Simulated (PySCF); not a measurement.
Si(AsH2)(F)2(H) (AsF₂H₃Si), SMILES [SiH](F)([AsH2])F. Atoms are numbered in the order given.

```xyz
7

Si    -1.0154     0.3839     0.0000
F     -1.6759    -0.3161    -1.3035
F     -1.6759    -0.3161     1.3035
As     1.2957    -0.1020     0.0000
H     -1.4224     1.8088     0.0000
H      1.5230     0.9373     1.1017
H      1.5230     0.9373    -1.1017
```
Charge 0, spin multiplicity 1.

Coordinates come from a B3LYP-D3(BJ)/def2-SVP optimisation.

The numbers are results of PBE/pcSseg-1 (PySCF), not measurements.

GIAO shieldings, no solvent; atoms alike by connectivity are averaged. δ = σ(ref) − σ: ²⁹Si against TMS (σ = 335.4 ppm); ¹⁹F against CFCl3 (σ = 133.6 ppm); ⁷⁵As against AsH3 (σ = 1870.9 ppm); ¹H against TMS (σ = 31.49 ppm), references at their B3LYP-D3(BJ)/def2-TZVP geometries, non-relativistic.

Computed chemical shifts:
| nucleus | atoms | count | δ (ppm) |
|---|---|---|---|
| ²⁹Si | Si1 | 1 | 26.1 |
| ¹⁹F | F2, F3 | 2 | -151.8 |
| ⁷⁵As | As4 | 1 | 14.6 |
| ¹H | H5 | 1 | 6.70 |
| ¹H | H6, H7 | 2 | 2.32 |
